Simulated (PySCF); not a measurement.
This PySCF input asks for the NMR shieldings of `InChI=1S/C6H16OSSi/c1-5-6(2)9(7-3)8-4/h6,9H,5H2,1-4H3/t6-,9+/m1/s1`; the geometry comes from GFN2-xTB.

```python
import basis_set_exchange as bse
import numpy as np
from pyscf import gto, dft
from pyscf.prop import nmr

atoms = """
C     3.375153   -0.470641    0.593554
C     1.890844   -0.813525    0.657377
C     0.979492    0.290389    0.113997
C     1.207237    0.526558   -1.380386
Si   -0.847537   -0.123647    0.466124
O    -1.906333    0.958133   -0.126876
C    -2.008384    2.314813    0.198977
S    -1.359726   -1.923117   -0.561335
C    -3.173022   -1.880816   -0.419351
H     3.958286   -1.245351    1.086375
H     3.570917    0.475900    1.094376
H     3.718094   -0.394680   -0.434594
H     1.623032   -1.009079    1.698163
H     1.701344   -1.729847    0.095351
H     1.226696    1.217234    0.645963
H     0.511004    1.270579   -1.763759
H     2.217301    0.881774   -1.573627
H     1.052760   -0.399083   -1.930881
H    -1.073428   -0.295183    1.906463
H    -2.798462    2.746498   -0.415041
H    -2.260292    2.437182    1.254093
H    -1.069163    2.834152    0.000652
H    -3.554024   -2.705473   -1.011469
H    -3.535888   -0.935603   -0.805730
H    -3.456834   -2.003021    0.620719
"""
names = dict.fromkeys(["C", "Si", "O", "S", "H"], "pcSseg-1")
basis = {el: gto.basis.parse(bse.get_basis(n, elements=[el], fmt="nwchem")) for el, n in names.items()}
mol = gto.M(atom=atoms, basis=basis, charge=0, verbose=0)
mf = dft.RKS(mol, xc="PBE0")
mf.grids.level = 2
mf.grids.alignment = dft.numint.BLKSIZE   # the property module wants whole blocks of grid points
mf.conv_tol = 1e-9
mf.kernel()

calc = nmr.RKS(mf)   # GIAO
C = mf.mo_coeff
Co = C[:, mf.mo_occ > 0]
resp = mf.gen_response(singlet=True, hermi=2)
def vind(x):   # induced exchange potential for any number of trial vectors
    d = np.einsum("pi,xij,qj->xpq", C, 2 * x.reshape(-1, C.shape[1], Co.shape[1]), Co, optimize=True)
    return np.einsum("xpq,pi,qj->xij", resp(d - d.transpose(0, 2, 1)), C, Co, optimize=True).ravel()
mo1, _ = nmr.rhf.solve_mo1(calc, with_cphf=vind)
sigma = calc.kernel(mo1)
for i, s in enumerate(sigma):   # ppm
    w = np.linalg.eigvalsh((s + s.T) / 2)
    print("%2d %-2s iso %8.1f  s11 %8.1f  s22 %8.1f  s33 %8.1f" % (i, mol.atom_pure_symbol(i), w.mean(), *w))
```

**Question.** What are the results?

**Answer.** 
```
 0 C  iso    171.8  s11    152.6  s22    174.4  s33    188.4
 1 C  iso    162.1  s11    152.7  s22    161.7  s33    171.9
 2 C  iso    162.2  s11    156.5  s22    159.7  s33    170.3
 3 C  iso    173.6  s11    160.2  s22    174.6  s33    186.1
 4 Si iso    341.2  s11    305.9  s22    352.6  s33    365.0
 5 O  iso    322.4  s11    280.5  s22    330.9  s33    355.9
 6 C  iso    134.3  s11    107.9  s22    109.4  s33    185.5
 7 S  iso    693.0  s11    599.4  s22    665.5  s33    814.3
 8 C  iso    175.4  s11    167.1  s22    167.6  s33    191.6
 9 H  iso     30.5  s11     25.5  s22     27.7  s33     38.3
10 H  iso     31.2  s11     26.8  s22     29.1  s33     37.8
11 H  iso     30.3  s11     25.1  s22     30.0  s33     35.9
12 H  iso     30.3  s11     24.0  s22     31.1  s33     36.0
13 H  iso     30.8  s11     24.6  s22     32.4  s33     35.5
14 H  iso     30.9  s11     27.4  s22     29.6  s33     35.5
15 H  iso     30.5  s11     25.3  s22     29.7  s33     36.6
16 H  iso     30.3  s11     24.7  s22     29.3  s33     37.0
17 H  iso     31.0  s11     26.2  s22     30.5  s33     36.2
18 H  iso     26.4  s11     23.9  s22     24.1  s33     31.2
19 H  iso     27.7  s11     23.1  s22     25.2  s33     34.9
20 H  iso     28.0  s11     23.9  s22     25.2  s33     35.0
21 H  iso     28.0  s11     22.7  s22     26.9  s33     34.4
22 H  iso     29.8  s11     23.7  s22     26.8  s33     38.8
23 H  iso     29.4  s11     22.2  s22     29.6  s33     36.3
24 H  iso     29.8  s11     24.0  s22     27.3  s33     38.1
```

These numbers come from an equivalent density-fitted implementation of the same equations, which agrees with the script to about 0.01 ppm for H and up to a few tenths of a ppm for heavy atoms, so last digits may differ.

**Question.** Turn these shieldings into chemical shifts. Chemical shifts δ = σref − σ; ¹³C (σ = 186.93 ppm), ²⁹Si (σ = 349.16 ppm), ¹H (σ = 31.72 ppm) vs TMS; ¹⁷O (σ = 336.08 ppm) vs H2O; CS2 for ³³S (σ = 503.73 ppm), all at this level.

**Answer.** Averaging equivalent atoms: C 6: 52.7; C 1: 24.8; C 2: 24.8; C 0: 15.1; C 3: 13.3; C 8: 11.5; Si 4: 8.0; O 5: 13.7; S 7: -189; H 18: 5.30; H 19/20/21: 3.79; H 22/23/24: 2.08; H 12: 1.37; H 15/16/17: 1.12; H 9/10/11: 1.03; H 13: 0.89; H 14: 0.86 ppm. Experimental scales use liquid or dissolved standards, which lie at an offset from isolated H2O (liquid H2O: subtract about 36 ppm).

Size and cost of the density-fitted run: 247 basis functions, 73 s wall time on 1 thread of an Arm Neoverse V1, shared host; peak memory 1.1 GiB.
